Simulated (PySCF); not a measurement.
Labels have come off several samples. The candidates:

A. SMILES CC(C)c1cocn1
B. `n1n(C)c2c(n1)c(F)c(F)cc2`
C. SMILES C[C@]1(NC=O)[C@@H]2C[C@@H]21

Spectrum 1. ¹H NMR (500 MHz, computed): δ 8.14 (d, 1H), 4.27 (br, 1H), 2.39 (m, 2H), 1.48 (m, 1H), 0.96 (s, 3H), 0.69 (m, 1H). ¹³C{¹H} NMR (computed): δ 160.9 (CH), 61.1 (C), 23.8 (CH2), 13.7 (CH3), 9.9 (CH).

Spectrum 2. ¹H NMR (500 MHz, computed): δ 7.71 (m, 1H), 7.55 (m, 1H), 2.80 (sept, 1H), 1.41 (d, 6H). ¹³C{¹H} NMR (computed): δ 155.9 (CH), 155.4 (C), 138.4 (CH), 30.8 (CH), 25.0 (CH3).

Spectrum 3. ¹H NMR (500 MHz, computed): δ 7.72 (m, 1H), 7.43 (m, 1H), 4.42 (s, 3H). ¹³C{¹H} NMR (computed): δ 156.3 (C), 151.9 (C), 143.3 (C), 139.4 (C), 123.2 (CH), 107.0 (CH), 34.6 (CH3).

One computed conformer, isolated molecule, rapidly exchanging positions averaged, no relativistic terms. Geometry from GFN2-xTB; shieldings: GIAO PBE0/pcSseg-1; PySCF 2.14.0 with density-fitted response routines.

Scale: ¹H, ¹³C against TMS (reference shieldings calculated alike). Splittings of carbon signals by F and P are missing where no couplings were computed. Where no couplings were computed, multiplicities follow the n + 1 count of equivalent neighbours, and m marks all less simple cases (inequivalent or close neighbours, rings, F or P nearby). Acid and N–H amide carbonyl carbons lie up to 10 ppm further downfield in solution (hydrogen bonding). Shifts are as computed. Against solution values, carbons near 30 ppm lie about +3 ppm off and those near 130 ppm about +5 ppm. Of 1211 compounds with measured shifts, 218 miss one by over three times the rms of a fit or turn the order of signals round; such compounds aren't used in these exercises. OH and NH positions are gas-phase values without hydrogen bonding to other molecules.

Q: Match each spectrum to its structure.

A: 1–C, 2–A, 3–B.

- Spectrum 1 (C): 5 ¹³C signals; δC 160.9 is an amide carbonyl carbon; δC 61.1 is a three-membered-ring carbon.
- Spectrum 2 (A): 5 ¹³C signals; δC 30.8 is an sp3 CH on an aromatic ring; δC 25.0 is a methyl carbon.
- Spectrum 3 (B): 7 ¹³C signals; δC 156.3 is an aromatic carbon bearing fluorine; δC 151.9 is an aromatic carbon bearing fluorine.
